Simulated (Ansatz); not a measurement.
`BC[SiH2]Cl` + H₂O → `BC[SiH2]O` + HCl  (formal hydrolysis of the Si–Cl bond)

Computed with Ansatz on PBE0-D4/def2-TZVP structures; ΔE is electronic, products minus reactants. CCSD(T)/CBS adds triple-zeta CCSD(T) − MP2 to the extrapolated MP2 energy (def2 sets, frozen cores). This one scheme is used for every species. Functionals use def2-TZVPP. Each species was taken in one conformer, which may not be the lowest.

```csv
level,ΔE (kJ/mol)
PBE,11.7
r2SCAN0,9.4
HF/def2-SVP,9.4
MP2/def2-QZVPP,12.2
```

(1) What does CCSD(T)/CBS give? (Best estimate.)

Largest T1 diagnostic among the species: 0.011.

Results:

(1) Computed: +10.7 kJ/mol. The listed levels differ from it by 1.0, -1.3, -1.3, 1.5 kJ/mol.

At CCSD(T), def2-SVP lies −4.4 kJ/mol from the extrapolated value and def2-TZVPP −5.3 kJ/mol. Leaving LDA and LC-ωPBE aside and taking each functional with its dispersion term where it has one, the values, not all of them listed here, spread over 12.2 kJ/mol, from CAM-B3LYP-D4 to revPBE-D4. LDA lies −5.4 kJ/mol from PBE without D4.
